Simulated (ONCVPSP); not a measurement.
**Configuration tests for Rh (Z = 45) (ONCV)**

```json
{"Element": "Rh", "Generator": "ONCVPSP 4.0.1", "Type": "optimised norm-conserving Vanderbilt (ONCV)", "Functional": "LDA (Perdew-Wang 92)", "Relativity": "scalar-relativistic", "Frozen core": "[Ar] 3d10", "Valence charge": "17", "Reference configuration": "4s2 4p6 4d8 5s1", "Partial waves": "4s+5s: rc 1.65 bohr, ncon 5, nbas 9, qcut 8.3 1/bohr, 2 projectors; 4p: rc 1.10 bohr, ncon 4, nbas 7, qcut 6.3 1/bohr, 1 projector; 4d: rc 1.95 bohr, ncon 4, nbas 8, qcut 9.7 1/bohr, 1 projector", "Local potential": "polynomial inside 0.95 bohr (lpopt 3, dvloc0 3 Ha)", "Core correction": "Teter function, fcfact 2, rcfact 1.55"}
```

Energies are relative to the spin-unpolarised reference configuration 4s2 4p6 4d8 5s1; without spin polarisation the order of configurations can differ from experiment.

```tsv
valence configuration	charge	ΔE all-electron (eV)	error AE − PS (meV)
4s2 4p6 4d8 5s0	+1	7.784	-1.5
4s2 4p6 4d7 5s0	+2	27.552	-2.2
4s2 4p6 4d6 5s0	+3	60.290	+2.0
4s2 4p6 4d7 5s1 5p1	0	6.626	+41
```

Levels in the configuration 4s2 4p6 4d8 5s0:

```tsv
level	all-electron (eV)	pseudo (eV)
4s	-90.307	-90.320
4p	-58.316	-58.323
4d	-13.849	-13.849
```
